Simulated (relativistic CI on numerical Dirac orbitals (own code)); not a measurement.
**Ce⁶⁺: computed level list**

Calculated at this level of theory: Dirac-Coulomb-Breit CI, orbitals from a KLI potential per configuration, QED by a radiative potential, unscaled Slater integrals (own radial code, finite nucleus).

Configuration list (outside the closed core [Kr] 4d10): 5s2 5p4, 5s2 5p3 4f, 5s 5p5, 5s2 5p3 5d, 5p6, 5s2 5p2 4f 5d, 5s 5p4 5d, 5s 5p4 4f, 5s2 5p3 5f, 5s 5p3 4f2, 5s2 5p3 5g, 5s2 5p3 6s, 5p5 4f, 5s2 5p3 6p, 5s 5p4 5f, 5s2 5p2 4f 6s, 5s 5p4 5g, 5s2 5p3 6d, 5p5 5d, 5s2 5p2 4f 5g, 5p5 6s, 5s 5p3 5d2, 5s2 5p2 5d 5f, 5s2 5p3 7s, 5s 5p3 4f 5f, 5p4 4f 5d, 5s 5p4 6s, 5s2 5p3 7p, 5s2 5p2 4f2, 5s2 5p 4f3, 5s2 5p 4f2 5d, 5s 5p2 4f2 5d, 5s 5p2 4f3, 5s2 5p 4f2 5f. Double excitations out of closed p, d and f shells are left out; levels of such configurations are missing from the list, as are those of other unlisted configurations, and high levels can miss mixing partners.

The lowest level is 5s2 5p4 3P_2, with 80 % of that term; Hund's rules for 5s2 5p4 give 3P with J = 2, in agreement.

```csv
No.,Configuration,Term,J,E (cm⁻¹),%,Lifetime (s),jj configuration (%)
1,5s2 5p4,3P,2,0.0,80,,5p3/2^2 (93)
2,5s2 5p4,3P,0,16394.8,68,2.19e+00,5p3/2^2 (83)
3,5s2 5p4,3P,1,24070.3,96,3.77e-03,5p1/2 5p3/2^3 (96)
4,5s2 5p4,1D,2,34048.2,76,4.33e-03,5p1/2 5p3/2^3 (90)
5,5s2 5p4,1S,0,73284.8,68,5.05e-04,5p3/2^4 (81)
6,5s2 5p3 4f,5F,3,87850.4,47,6.65e-02,5p3/2 4f5/2 (83)
7,5s2 5p3 4f,5F,4,88907.2,59,2.05e-01,5p3/2 4f7/2 (40)
8,5s2 5p3 4f,5F,2,89874.4,72,1.20e-02,5p3/2 4f5/2 (64)
9,5s2 5p3 4f,5F,1,90462.3,79,2.46e-02,5p3/2 4f5/2 (61)
10,5s2 5p3 4f,5F,5,91864.9,74,1.73e+00,5p3/2 4f7/2 (67)
11,5s2 5p3 4f,3F,3,93968.8,34,5.99e-03,5p3/2 4f7/2 (80)
12,5s2 5p3 4f,3F,4,103402.0,56,2.10e-03,5p3/2 4f5/2 (42)
13,5s2 5p3 4f,3F,2,103802.0,76,4.21e-03,5p3/2 4f7/2 (56)
14,5s2 5p3 4f,3G,3,109888.1,47,2.42e-03,5p1/2 5p3/2^2 4f5/2 (76)
15,5s2 5p3 4f,3G,4,111390.9,49,3.11e-03,5p1/2 5p3/2^2 4f7/2 (58)
16,5s2 5p3 4f,3F,2,112686.3,35,1.21e-03,5p1/2 5p3/2^2 4f5/2 (71)
17,5s2 5p3 4f,3D,3,116235.7,51,1.39e-03,5p1/2 5p3/2^2 4f7/2 (53)
18,5s2 5p3 4f,3F,4,116239.3,49,8.75e-03,5p1/2 5p3/2^2 4f5/2 (57)
19,5s2 5p3 4f,3H,5,117201.8,36,6.22e-03,5p1/2 5p3/2^2 4f7/2 (75)
20,5s2 5p3 4f,1P,1,118425.0,64,1.16e-03,5p1/2 5p3/2^2 4f5/2 (57)
21,5s2 5p3 4f,3F,2,123572.2,36,6.46e-04,5p1/2 5p3/2^2 4f5/2 (69)
22,5s2 5p3 4f,3G,5,123777.5,81,1.16e-02,5p1/2 5p3/2^2 4f7/2 (70)
23,5s2 5p3 4f,3F,4,124118.6,50,8.91e-04,5p1/2 5p3/2^2 4f5/2 (61)
24,5s2 5p3 4f,1H,5,125484.4,58,2.77e-02,5p1/2 5p3/2^2 4f5/2 (86)
25,5s2 5p3 4f,3H,6,126720.0,97,2.46e-02,5p1/2 5p3/2^2 4f7/2 (97)
26,5s2 5p3 4f,3F,3,127137.3,93,7.55e-04,5p1/2 5p3/2^2 4f5/2 (57)
27,5s2 5p3 4f,3D,1,127314.5,95,8.70e-04,5p1/2 5p3/2^2 4f5/2 (68)
28,5s2 5p3 4f,3P,2,128273.4,40,1.04e-03,5p1/2 5p3/2^2 4f7/2 (63)
29,5s2 5p3 4f,3P,1,131082.4,72,5.50e-04,5p1/2 5p3/2^2 4f7/2 (68)
30,5s2 5p3 4f,1F,3,131244.1,61,1.67e-03,5p1/2 5p3/2^2 4f7/2 (56)
31,5s2 5p3 4f,1D,2,131657.7,55,1.67e-03,5p1/2 5p3/2^2 4f7/2 (72)
32,5s2 5p3 4f,3P,0,132216.2,93,2.96e-04,5p1/2 5p3/2^2 4f5/2 (93)
33,5s2 5p3 4f,1G,4,134874.7,73,1.55e-03,5p1/2 5p3/2^2 4f7/2 (52)
34,5s2 5p3 4f,3F,3,140919.6,56,1.73e-03,5p1/2 5p3/2^2 4f7/2 (81)
35,5s2 5p3 4f,3F,2,143306.1,76,5.79e-04,5p1/2 5p3/2^2 4f5/2 (78)
36,5s2 5p3 4f,3G,3,143858.1,52,1.04e-03,5p1/2 5p3/2^2 4f5/2 (68)
37,5s2 5p3 4f,3F,4,144182.9,47,2.45e-03,5p1/2 5p3/2^2 4f7/2 (88)
38,5s2 5p3 4f,3D,1,151582.3,64,4.63e-04,5p3/2^3 4f5/2 (79)
39,5s 5p5,3P°,2,152667.3,78,1.28e-09,5s 5p3/2^3 (78)
40,5s2 5p3 4f,3G,5,156085.9,64,1.12e-03,5p3/2^3 4f7/2 (82)
41,5s2 5p3 4f,3D,2,156323.3,52,5.26e-04,5p3/2^3 4f5/2 (41)
42,5s2 5p3 4f,1G,4,158661.6,37,6.23e-04,5p3/2^3 4f5/2 (87)
43,5s2 5p3 4f,3D,3,162326.8,69,9.65e-04,5p3/2^3 4f7/2 (77)
44,5s 5p5,3P°,1,164902.5,66,9.30e-10,5s 5p3/2^3 (49)
45,5s2 5p3 4f,1F,3,165318.6,35,4.73e-04,5p3/2^3 4f5/2 (86)
```

Energies count from the lowest computed level; ° marks odd parity; lifetimes are radiative, by E1, M1, E2 decay to levels of this space only. Filled j subshells are mostly left out of the jj labels.

The mean weight of the leading LS term, summed over parents, in these 45 levels is 63 %, and that of the leading jj configuration (from the same eigenvectors) 71 %.

At this charge configurations can still be misplaced by up to about 7 % of their energy. Levels and lines within the n = 5 or 6 shells can be off by up to 10 % or somewhat more, and those that change n by about 2 %, since core polarisation is missing. Levels that differ in their count of f electrons can be misplaced by several ten thousand cm⁻¹, since the correlation energy of f electrons is missing or only estimated; rates across such gaps can be off by orders of magnitude.

LS names give the leading component of a level, which can be under half, so a name can repeat, a term be missing and a line seem to break the LS rules.
